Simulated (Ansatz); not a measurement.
Ansatz results at the PBE0-D4/def2-TZVP geometry: size of the dipole moment (PBE/def2-TZVPP) 1.71 D; HOMO energy (B3LYP/def2-TZVPP) -8.01 eV; HOMO–LUMO gap (PBE/def2-TZVPP) 4.54 eV.

Each molecule was computed in one conformer, which needn't be the lowest.

**Question.** Which molecule gave them?
A. `C[O][Ga]([NH2])[Cl]`
B. `[NH2][Ga]([SH])[Cl]`
C. `C[O][Ga]([OH])[Br]`
D. `CC(C)(C)[O][Ga]([Cl])[Cl]`

**Answer.** C. The others give `CC(C)(C)[O][Ga]([Cl])[Cl]`: 2.32, -8.14, 4.61; `C[O][Ga]([NH2])[Cl]`: 1.46, -7.42, 4.63; `[NH2][Ga]([SH])[Cl]`: 1.70, -7.34, 4.65.

B3LYP here is the variant with VWN-RPA as its local correlation; programs differ in this.
